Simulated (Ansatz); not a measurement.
A short molecular-dynamics run on CH4Cl2InN (`C[NH][In]([Cl])[Cl]`).

```yaml
crystal:
  periodic: [false, false, false]
  atoms:
    - {symbol: C, position_ang: [-0.260576, -1.185546, 0.721958]}
    - {symbol: N, position_ang: [0.381053, 0.105055, 0.576409]}
    - {symbol: In, position_ang: [0.205345, 1.290034, -1.008463]}
    - {symbol: Cl, position_ang: [-0.633431, 0.423830, -2.979511]}
    - {symbol: Cl, position_ang: [0.983232, 3.461925, -1.017177]}
    - {symbol: H, position_ang: [0.404941, -1.893728, 1.228108]}
    - {symbol: H, position_ang: [-0.487677, -1.605878, -0.260002]}
    - {symbol: H, position_ang: [-1.200624, -1.143277, 1.285371]}
    - {symbol: H, position_ang: [0.607737, 0.547585, 1.453307]}
basis:
  gaussian: {orbitals: def2-SVP}
magnetization: {spin_polarized: true, initial_magnetization: 0}
hamiltonian: {xc: {name: BLYP}, dispersion: d3bjatm}
md: {timestep: 1 fs, n_steps: 50, ensemble: nvt_langevin, temperature: 1000, initial_velocities: maxwell_boltzmann, friction: 0.01, seed: 472}
```

```sh
$ ansatz run in.yaml --threads 4 --pin off --events-out ev --progress --plain --max-ram 10444MiB
```

| step | time (fs) | potential energy (eV) | kinetic (eV) | T (K) | conserved (eV) |
| --- | --- | --- | --- | --- | --- |
| 0 | 0.0 | -32801.6998 | 1.0341 | 889 | – |
| 1 | 1.0 | -32801.5049 | 0.8538 | 734 | – |
| 2 | 2.0 | -32801.3077 | 0.6861 | 590 | – |
| 3 | 3.0 | -32801.3776 | 0.6921 | 595 | – |
| 4 | 4.0 | -32801.4883 | 0.9035 | 777 | – |
| 5 | 5.0 | -32801.4106 | 0.7904 | 679 | – |
| 6 | 6.0 | -32801.2496 | 0.5923 | 509 | – |
| 7 | 7.0 | -32801.1558 | 0.5175 | 445 | – |
| 8 | 8.0 | -32801.1819 | 0.5796 | 498 | – |
| 9 | 9.0 | -32801.2972 | 0.6502 | 559 | – |
| 10 | 10.0 | -32801.3882 | 0.7599 | 653 | – |
| 11 | 11.0 | -32801.3908 | 0.7535 | 648 | – |
| 12 | 12.0 | -32801.3468 | 0.7193 | 618 | – |
| 13 | 13.0 | -32801.1943 | 0.5966 | 513 | – |
| 14 | 14.0 | -32801.1819 | 0.6533 | 562 | – |
| 15 | 15.0 | -32801.3612 | 0.7259 | 624 | – |
| 16 | 16.0 | -32801.4252 | 0.8393 | 721 | – |
| 17 | 17.0 | -32801.3389 | 0.7376 | 634 | – |
| 18 | 18.0 | -32801.2565 | 0.6452 | 555 | – |
| 19 | 19.0 | -32801.2039 | 0.4663 | 401 | – |
| 20 | 20.0 | -32801.2196 | 0.5079 | 437 | – |
| 21 | 21.0 | -32801.3885 | 0.7293 | 627 | – |
| 22 | 22.0 | -32801.6122 | 0.9197 | 791 | – |
| 23 | 23.0 | -32801.5573 | 0.8549 | 735 | – |
| 24 | 24.0 | -32801.2287 | 0.6772 | 582 | – |
| 25 | 25.0 | -32801.1154 | 0.5374 | 462 | – |
| 26 | 26.0 | -32801.3529 | 0.8478 | 729 | – |
| 27 | 27.0 | -32801.5163 | 1.0831 | 931 | – |
| 28 | 28.0 | -32801.4505 | 0.9126 | 784 | – |
| 29 | 29.0 | -32801.2694 | 0.7179 | 617 | – |
| 30 | 30.0 | -32801.0750 | 0.5886 | 506 | – |
| 31 | 31.0 | -32801.0546 | 0.6346 | 545 | – |
| 32 | 32.0 | -32801.2788 | 0.8483 | 729 | – |
| 33 | 33.0 | -32801.5078 | 1.0430 | 897 | – |
| 34 | 34.0 | -32801.5581 | 1.0076 | 866 | – |
| 35 | 35.0 | -32801.4104 | 0.7527 | 647 | – |
| 36 | 36.0 | -32801.2606 | 0.6103 | 525 | – |
| 37 | 37.0 | -32801.3737 | 0.6996 | 601 | – |
| 38 | 38.0 | -32801.5895 | 0.9824 | 844 | – |
| 39 | 39.0 | -32801.5539 | 1.0290 | 885 | – |
| 40 | 40.0 | -32801.3436 | 0.8630 | 742 | – |
| 41 | 41.0 | -32801.2276 | 0.7828 | 673 | – |
| 42 | 42.0 | -32801.2015 | 0.7878 | 677 | – |
| 43 | 43.0 | -32801.1881 | 0.7154 | 615 | – |
| 44 | 44.0 | -32801.2296 | 0.7831 | 673 | – |
| 45 | 45.0 | -32801.3103 | 0.8516 | 732 | – |
| 46 | 46.0 | -32801.3072 | 0.9494 | 816 | – |
| 47 | 47.0 | -32801.1489 | 0.8836 | 760 | – |
| 48 | 48.0 | -32801.1068 | 0.7890 | 678 | – |
| 49 | 49.0 | -32801.2639 | 1.0091 | 867 | – |
| 50 | 50.0 | -32801.3142 | 1.0780 | 927 | – |

Velocities are drawn at the set temperature; a run this short doesn't reach equilibrium.

Frames (Å, forces in eV/Å):

```xyz
9
time=0.0 fs
C    -0.261   -1.186    0.722    0.069    0.116   -0.032
N     0.381    0.105    0.576    0.157   -0.417    0.111
In    0.205    1.290   -1.008   -0.092    0.102    0.016
Cl   -0.633    0.424   -2.980   -0.331   -0.373   -0.805
Cl    0.983    3.462   -1.017    0.340    0.902   -0.004
H     0.405   -1.894    1.228    0.311   -0.415    0.277
H    -0.488   -1.606   -0.260   -0.130   -0.225   -0.481
H    -1.201   -1.143    1.285   -0.509   -0.040    0.310
H     0.608    0.548    1.453    0.186    0.350    0.607
9
time=2.0 fs
C    -0.277   -1.192    0.699    2.657    0.027    3.454
N     0.370    0.085    0.555   -0.034   -1.338   -1.838
In    0.207    1.292   -1.006   -0.096    0.153   -0.168
Cl   -0.622    0.433   -2.975   -0.384   -0.415   -0.957
Cl    0.982    3.460   -1.016    0.359    0.961    0.014
H     0.417   -1.950    1.258   -0.887    0.881   -0.526
H    -0.517   -1.644   -0.173   -0.599   -1.545   -3.842
H    -1.204   -1.132    1.212   -1.516    0.046    1.266
H     0.530    0.561    1.381    0.500    1.229    2.598
9
time=4.0 fs
C    -0.283   -1.197    0.685    0.185   -1.553    1.830
N     0.355    0.065    0.533    0.859    0.729    1.141
In    0.209    1.293   -1.003   -0.089    0.263   -0.296
Cl   -0.608    0.443   -2.971   -0.442   -0.466   -1.132
Cl    0.982    3.459   -1.016    0.370    0.985    0.038
H     0.390   -1.961    1.272   -0.942    0.989   -0.592
H    -0.569   -1.718   -0.217    0.296   -0.088   -1.281
H    -1.269   -1.111    1.177   -0.155   -0.135    0.652
H     0.479    0.618    1.408   -0.083   -0.724   -0.361
9
time=6.0 fs
C    -0.287   -1.212    0.678   -2.801   -2.130   -0.493
N     0.340    0.047    0.517    1.177    1.818    2.803
In    0.211    1.297   -1.001   -0.079    0.302   -0.261
Cl   -0.593    0.450   -2.969   -0.477   -0.503   -1.255
Cl    0.985    3.462   -1.016    0.370    0.971    0.059
H     0.330   -1.942    1.277   -0.267    0.302   -0.188
H    -0.612   -1.796   -0.323    1.101    1.377    1.464
H    -1.339   -1.105    1.171    1.183   -0.361   -0.144
H     0.434    0.644    1.449   -0.206   -1.775   -1.986
9
time=8.0 fs
C    -0.297   -1.230    0.669   -4.108   -1.299   -1.984
N     0.327    0.030    0.513    1.040    1.431    2.134
In    0.215    1.301   -1.000   -0.075    0.178   -0.073
Cl   -0.582    0.456   -2.968   -0.480   -0.514   -1.293
Cl    0.986    3.466   -1.015    0.373    0.968    0.068
H     0.262   -1.910    1.277    0.856   -0.941    0.689
H    -0.613   -1.834   -0.381    1.182    1.635    2.191
H    -1.360   -1.128    1.163    1.240   -0.298   -0.403
H     0.397    0.586    1.432   -0.028   -1.160   -1.330
9
time=10.0 fs
C    -0.315   -1.253    0.652   -2.689   -1.102   -1.677
N     0.318    0.019    0.516    0.512   -0.898   -1.539
In    0.218    1.305   -0.999   -0.061    0.037    0.190
Cl   -0.572    0.462   -2.971   -0.468   -0.517   -1.287
Cl    0.988    3.471   -1.012    0.373    0.961    0.065
H     0.233   -1.915    1.298    0.886   -0.867    0.485
H    -0.589   -1.825   -0.354    0.933    1.130    1.464
H    -1.330   -1.172    1.140    0.185   -0.014   -0.077
H     0.351    0.468    1.377    0.327    1.271    2.377
9
time=12.0 fs
C    -0.340   -1.278    0.631    1.631    0.054    1.562
N     0.315    0.015    0.517    0.133   -1.626   -1.752
In    0.221    1.309   -0.997   -0.073    0.003    0.419
Cl   -0.563    0.467   -2.972   -0.456   -0.530   -1.287
Cl    0.990    3.475   -1.008    0.381    0.962    0.057
H     0.230   -1.946    1.343    0.114    0.088   -0.650
H    -0.539   -1.773   -0.272    0.094   -0.940   -2.029
H    -1.276   -1.212    1.107   -2.191    0.337    0.969
H     0.318    0.389    1.406    0.367    1.652    2.710
9
time=14.0 fs
C    -0.359   -1.305    0.614    2.680    1.676    4.507
N     0.312    0.006    0.519   -0.090   -0.438    2.478
In    0.224    1.312   -0.995   -0.101    0.011    0.629
Cl   -0.555    0.473   -2.972   -0.445   -0.544   -1.296
Cl    0.993    3.481   -1.005    0.377    0.918    0.057
H     0.222   -1.965    1.356   -0.148    0.325   -0.973
H    -0.479   -1.762   -0.256   -0.388   -2.358   -4.588
H    -1.289   -1.239    1.100   -2.250    0.274    0.752
H     0.294    0.366    1.523    0.365    0.136   -1.566
9
time=16.0 fs
C    -0.375   -1.326    0.611    0.081    0.070    0.189
N     0.310    0.000    0.526   -0.379   -0.506    3.664
In    0.226    1.314   -0.992   -0.121   -0.031    0.785
Cl   -0.545    0.480   -2.975   -0.429   -0.544   -1.287
Cl    0.994    3.488   -1.002    0.364    0.868    0.061
H     0.202   -1.978    1.329   -0.023    0.097   -0.564
H    -0.450   -1.830   -0.390   -0.013    0.254    0.499
H    -1.387   -1.253    1.101    0.108   -0.035   -0.533
H     0.274    0.347    1.587    0.413   -0.175   -2.815
9
time=18.0 fs
C    -0.396   -1.346    0.612   -1.319    0.140   -2.445
N     0.304   -0.008    0.539   -0.646   -1.262    2.031
In    0.227    1.317   -0.990   -0.129   -0.189    0.911
Cl   -0.537    0.482   -2.979   -0.397   -0.511   -1.218
Cl    0.996    3.495   -0.999    0.340    0.799    0.066
H     0.176   -1.986    1.291    0.311   -0.457    0.144
H    -0.442   -1.887   -0.514    0.002    1.301    2.760
H    -1.484   -1.274    1.070    1.455   -0.156   -0.939
H     0.265    0.315    1.547    0.382    0.334   -1.310
9
time=20.0 fs
C    -0.419   -1.364    0.605   -1.255    0.540   -2.817
N     0.294   -0.022    0.553   -0.686   -2.415   -2.288
In    0.229    1.321   -0.988   -0.139   -0.441    1.044
Cl   -0.530    0.482   -2.985   -0.359   -0.467   -1.123
Cl    0.998    3.502   -0.996    0.325    0.755    0.067
H     0.160   -1.996    1.267    0.367   -0.697    0.433
H    -0.437   -1.889   -0.529   -0.057    1.262    2.768
H    -1.525   -1.304    1.024    1.585   -0.106   -0.787
H     0.266    0.299    1.464    0.218    1.568    2.703
9
time=22.0 fs
C    -0.445   -1.382    0.591    1.055    0.983   -0.817
N     0.282   -0.045    0.558   -0.655   -1.665   -1.775
In    0.231    1.325   -0.988   -0.169   -0.632    1.143
Cl   -0.523    0.482   -2.992   -0.331   -0.436   -1.060
Cl    1.002    3.509   -0.991    0.311    0.701    0.069
H     0.161   -2.026    1.258   -0.135   -0.260    0.016
H    -0.429   -1.825   -0.441   -0.111    0.143    0.513
H    -1.489   -1.347    0.963   -0.089    0.101   -0.010
H     0.277    0.338    1.462    0.124    1.065    1.922
9
time=24.0 fs
C    -0.468   -1.401    0.574    3.699    2.538    4.099
N     0.268   -0.070    0.559   -0.372    0.529    1.539
In    0.231    1.329   -0.987   -0.223   -0.778    1.213
Cl   -0.514    0.481   -3.000   -0.301   -0.406   -1.003
Cl    1.005    3.518   -0.987    0.297    0.636    0.076
H     0.158   -2.065    1.245   -0.542    0.159   -0.338
H    -0.420   -1.767   -0.344    0.126   -2.042   -4.882
H    -1.450   -1.392    0.913   -2.574    0.252    0.947
H     0.292    0.405    1.530   -0.110   -0.888   -1.650
9
time=26.0 fs
C    -0.482   -1.417    0.562    2.393    1.668    2.285
N     0.250   -0.094    0.563   -0.054    1.514    2.083
In    0.231    1.333   -0.987   -0.267   -0.955    1.250
Cl   -0.503    0.479   -3.010   -0.261   -0.362   -0.914
Cl    1.007    3.526   -0.985    0.276    0.568    0.085
H     0.135   -2.097    1.216   -0.472    0.112   -0.202
H    -0.418   -1.783   -0.404    0.009   -1.067   -2.611
H    -1.502   -1.424    0.889   -1.274    0.210    0.483
H     0.306    0.444    1.553   -0.350   -1.688   -2.459
9
time=28.0 fs
C    -0.489   -1.426    0.558   -0.160    0.427   -2.121
N     0.232   -0.112    0.572   -0.043    1.062    0.433
In    0.231    1.337   -0.987   -0.277   -1.092    1.189
Cl   -0.491    0.477   -3.022   -0.211   -0.299   -0.790
Cl    1.011    3.536   -0.982    0.231    0.457    0.095
H     0.102   -2.125    1.169   -0.044   -0.296    0.301
H    -0.415   -1.844   -0.569   -0.354    0.760    2.142
H    -1.600   -1.441    0.885    1.176    0.141   -0.322
H     0.285    0.431    1.487   -0.318   -1.159   -0.927
9
time=30.0 fs
C    -0.499   -1.432    0.547   -1.018   -0.019   -2.960
N     0.214   -0.128    0.580   -0.146   -0.914   -3.143
In    0.230    1.340   -0.985   -0.270   -1.134    1.066
Cl   -0.481    0.476   -3.034   -0.159   -0.236   -0.654
Cl    1.015    3.547   -0.983    0.178    0.325    0.102
H     0.077   -2.159    1.136    0.010   -0.265    0.354
H    -0.414   -1.876   -0.660   -0.442    1.154    3.138
H    -1.659   -1.465    0.869    2.053    0.188   -0.565
H     0.224    0.392    1.401   -0.207    0.902    2.662
9
time=32.0 fs
C    -0.515   -1.439    0.526   -0.423   -0.773   -2.303
N     0.197   -0.145    0.580    0.080   -0.239   -2.246
In    0.228    1.342   -0.982   -0.300   -1.107    0.932
Cl   -0.471    0.473   -3.049   -0.095   -0.172   -0.496
Cl    1.017    3.561   -0.987    0.129    0.178    0.106
H     0.057   -2.210    1.117   -0.313    0.378   -0.044
H    -0.428   -1.869   -0.647   -0.437    1.060    2.736
H    -1.653   -1.485    0.845    1.650    0.265   -0.479
H     0.156    0.390    1.412   -0.291    0.409    1.795
9
time=34.0 fs
C    -0.534   -1.448    0.496    1.211   -0.673    0.055
N     0.180   -0.163    0.575    0.107    1.844    0.808
In    0.228    1.343   -0.980   -0.356   -1.040    0.812
Cl   -0.464    0.467   -3.065   -0.030   -0.110   -0.333
Cl    1.017    3.575   -0.991    0.085    0.026    0.108
H     0.031   -2.253    1.103   -0.481    0.876   -0.360
H    -0.464   -1.827   -0.547   -0.150    0.142    0.031
H    -1.590   -1.500    0.805   -0.348    0.302    0.130
H     0.079    0.409    1.485   -0.038   -1.367   -1.250
9
time=36.0 fs
C    -0.548   -1.456    0.464    2.139    0.911    4.193
N     0.167   -0.178    0.575    0.073    2.023    1.048
In    0.227    1.341   -0.979   -0.378   -0.968    0.744
Cl   -0.457    0.463   -3.081    0.023   -0.056   -0.184
Cl    1.016    3.587   -0.993    0.039   -0.118    0.107
H    -0.001   -2.260    1.069   -0.237    0.669   -0.247
H    -0.509   -1.790   -0.472    0.182   -1.495   -4.798
H    -1.552   -1.504    0.785   -2.008    0.305    0.675
H     0.006    0.367    1.501    0.165   -1.272   -1.537
9
time=38.0 fs
C    -0.556   -1.462    0.442    0.857    0.503    0.615
N     0.160   -0.190    0.580    0.267    0.912   -0.741
In    0.224    1.341   -0.977   -0.381   -0.919    0.709
Cl   -0.450    0.456   -3.094    0.069   -0.010   -0.057
Cl    1.014    3.597   -0.993    0.001   -0.224    0.102
H    -0.027   -2.238    1.014    0.381   -0.293    0.357
H    -0.538   -1.804   -0.564   -0.006   -0.374   -1.595
H    -1.577   -1.501    0.787   -1.194    0.296    0.321
H    -0.074    0.277    1.458    0.004    0.111    0.289
9
time=40.0 fs
C    -0.558   -1.464    0.427   -1.487   -0.008   -3.084
N     0.152   -0.199    0.587    0.999   -0.394   -3.118
In    0.221    1.342   -0.975   -0.376   -0.841    0.645
Cl   -0.439    0.446   -3.105    0.111    0.040    0.070
Cl    1.010    3.610   -0.991   -0.041   -0.340    0.099
H    -0.034   -2.226    0.966    0.776   -1.099    0.746
H    -0.573   -1.832   -0.727    0.014    0.777    2.237
H    -1.641   -1.489    0.795    0.721    0.191   -0.363
H    -0.157    0.189    1.415   -0.717    1.675    2.770
9
time=42.0 fs
C    -0.560   -1.467    0.401   -2.029   -0.833   -2.966
N     0.146   -0.204    0.587   -0.083    0.726   -0.270
In    0.218    1.343   -0.972   -0.383   -0.688    0.545
Cl   -0.425    0.436   -3.114    0.138    0.075    0.149
Cl    1.008    3.622   -0.986   -0.077   -0.446    0.096
H    -0.015   -2.247    0.948    0.179   -0.469    0.188
H    -0.615   -1.850   -0.808    0.214    1.031    2.966
H    -1.679   -1.466    0.790    1.594   -0.035   -0.661
H    -0.275    0.155    1.458    0.448    0.641   -0.046
9
time=44.0 fs
C    -0.563   -1.472    0.366   -1.222   -1.305   -1.543
N     0.140   -0.208    0.585   -1.173    1.540    1.806
In    0.216    1.344   -0.970   -0.386   -0.545    0.456
Cl   -0.411    0.426   -3.123    0.157    0.104    0.216
Cl    1.006    3.636   -0.980   -0.109   -0.544    0.087
H     0.010   -2.271    0.938   -0.459    0.297   -0.447
H    -0.644   -1.829   -0.784    0.359    0.795    2.152
H    -1.655   -1.458    0.767    1.199   -0.175   -0.533
H    -0.375    0.157    1.512    1.635   -0.168   -2.195
9
time=46.0 fs
C    -0.567   -1.486    0.328    0.790   -0.058    1.944
N     0.132   -0.206    0.586   -1.266    1.347    1.722
In    0.216    1.345   -0.969   -0.367   -0.468    0.386
Cl   -0.398    0.415   -3.134    0.179    0.141    0.306
Cl    1.007    3.649   -0.975   -0.148   -0.647    0.079
H     0.022   -2.291    0.900   -0.609    0.494   -0.602
H    -0.648   -1.764   -0.690    0.177   -0.399   -1.806
H    -1.586   -1.449    0.728   -0.490   -0.284    0.138
H    -0.422    0.147    1.496    1.733   -0.126   -2.168
9
time=48.0 fs
C    -0.567   -1.501    0.295    2.759    1.392    4.446
N     0.123   -0.204    0.590   -0.049    0.425   -0.485
In    0.216    1.345   -0.969   -0.294   -0.441    0.315
Cl   -0.383    0.404   -3.146    0.198    0.187    0.403
Cl    1.008    3.664   -0.970   -0.199   -0.770    0.072
H     0.016   -2.297    0.832   -0.254    0.059   -0.260
H    -0.631   -1.711   -0.665   -0.089   -1.192   -5.421
H    -1.528   -1.445    0.687   -2.521   -0.298    0.945
H    -0.415    0.136    1.403    0.448    0.638   -0.015
9
time=50.0 fs
C    -0.557   -1.513    0.276    0.714    1.493   -0.788
N     0.114   -0.203    0.590    2.232   -1.314   -3.885
In    0.217    1.345   -0.970   -0.182   -0.390    0.215
Cl   -0.368    0.397   -3.158    0.210    0.229    0.482
Cl    1.011    3.680   -0.963   -0.259   -0.910    0.068
H    -0.009   -2.320    0.763    0.370   -0.529    0.215
H    -0.608   -1.692   -0.818    0.043   -0.122    0.104
H    -1.552   -1.448    0.674   -1.254   -0.444    0.255
H    -0.379    0.156    1.318   -1.874    1.989    3.334
```

Run time 87 s (4 threads of an Arm Neoverse V2 on a shared host); peak host memory 0.2 GiB.
